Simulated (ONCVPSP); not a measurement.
# Ru, ONCV: configuration errors across variants

```
Element                 : Ru
Generator               : ONCVPSP 4.0.1
Type                    : optimised norm-conserving Vanderbilt (ONCV)
Functional              : PBE
Relativity              : scalar-relativistic
Frozen core             : [Kr]
Valence charge          : 8
Reference configuration : 4d7 5s1
Partial waves           : 5s: rc 2.60 bohr, ncon 5, nbas 8, qcut 2.2 1/bohr, 1 projector; p scattering state at 0.38 Ha: rc 2.30 bohr, ncon 4, nbas 7, qcut 4.3 1/bohr, 2 projectors, debl 2.6 Ha; 4d: rc 1.45 bohr, ncon 4, nbas 7, qcut 5.8 1/bohr, 2 projectors, debl 1.3 Ha
Local potential         : polynomial inside 1.35 bohr (lpopt 5, dvloc0 0 Ha)
Core correction         : none
```

All-electron excitation energies from the reference (eV): (1) 4d7 5s0 7.292; (2) 4d6 5s0 25.479; (3) 4d6 5s1 10.112.

A true bound ghost makes a file unfit for plane-wave use even where its test errors are small: the radial tests pick states by their node count and pass the ghost by.

Errors AE − PS in meV (a dash: test not solved or not reliable):

```
      change   (1)  (2)  (3)  bound ghosts  GHOST(+) flags above zero
        base  +9.1  +56  -19          s, p                       p, d
p: debl 0.15  +9.1  +56  -19          s, p                       p, d
p: debl 0.25  +9.1  +56  -19          s, p                          d
 p: debl 0.4  +9.1  +56  -19          s, p                          d
p: debl 0.55  +9.1  +56  -19          s, p                          d
p: debl 1.05  +9.1  +56  -19          s, p                          d
p: debl 1.85  +9.1  +56  -19          s, p                       p, d
 p: debl 2.4  +9.1  +56  -19          s, p                       p, d
 p: debl 3.4  +9.1  +56  -19          s, p                       p, d
p: debl 4.85  +9.1  +56  -19             s                       p, d
```

Task: Give the same row for: p: debl 0.85.

Result: +9.1, +56, -19; bound ghosts: s, p; GHOST(+) flags above zero: d.
